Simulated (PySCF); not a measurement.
Gas-phase reaction: GaH + 4 Ga(CH₃)₃ ⇌ 5 GaH(CH₃)₂ + C₂H₂ (acetylene)

Method: PySCF energies plus ideal-gas RRHO corrections (1 bar). † marks an energy on the PBE0/def2-TZVP geometry and frequencies; other levels use their own. 6-31G* has spherical d functions here. All species are closed-shell singlets. B3LYP is the form with VWN-RPA correlation. Ga: all electrons, no relativistic terms. Methyl groups turn as free rotors in Ga(CH₃)₃, GaH(CH₃)₂. GaH, GaH(CH₃)₂: computed as isolated molecules; such fragments, hydroxides, amides, oligomers or adducts are transient or little studied in the gas. The harmonic model lacks anharmonicity and excited electronic states, which grow with temperature; levels with a mode under 35 cm⁻¹ are left out.

ΔH° and ΔS° at 298 K: B3LYP/def2-TZVP† 251 kJ, 174 J/K; BLYP/def2-TZVP† 239 kJ, 174 J/K; HF/6-31G* 237 kJ, 175 J/K.

Question: With the heat capacities included, give log10 K (1 bar) at 500, 600, 1000, 1200, 1600 K from B3LYP/def2-TZVP†, BLYP/def2-TZVP†, HF/6-31G*.

Answer: 
```tsv
T (K)	B3LYP/def2-TZVP†	BLYP/def2-TZVP†	HF/6-31G*
500	-17.1	-15.8	-15.6
600	-12.7	-11.6	-11.4
1000	-3.8	-3.2	-3.0
1200	-1.6	-1.0	-0.9
1600	1.2	1.6	1.8
```
